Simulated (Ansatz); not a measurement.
Ge(F)2 cation (F2Ge), SMILES [Ge]([F])[F] (connectivity only; charge and spin as stated), charge +1, multiplicity 2.

The structure is a stationary point at B3LYP-D3(BJ)/def2-TZVP. The multiplicity is an assumed one; other spin states were not compared. The isomer is the one that the SMILES or the coordinates give; other isomers of the formula were not compared.

Two levels are set side by side: PBE/def2-TZVPD (Ansatz, a quantum-chemistry and plane-wave program) and CAM-B3LYP/def2-TZVPD (Ansatz). Energy differences of separate SCF runs at the same geometry; the states with an electron removed or added have multiplicity 1 and 1. Differences are taken from unrounded values.

```csv
quantity,CAM-B3LYP,PBE,PBE minus CAM-B3LYP
vertical ionisation energy (eV),20.45,19.90,-0.55
vertical electron affinity (eV),11.16,10.80,-0.36
```
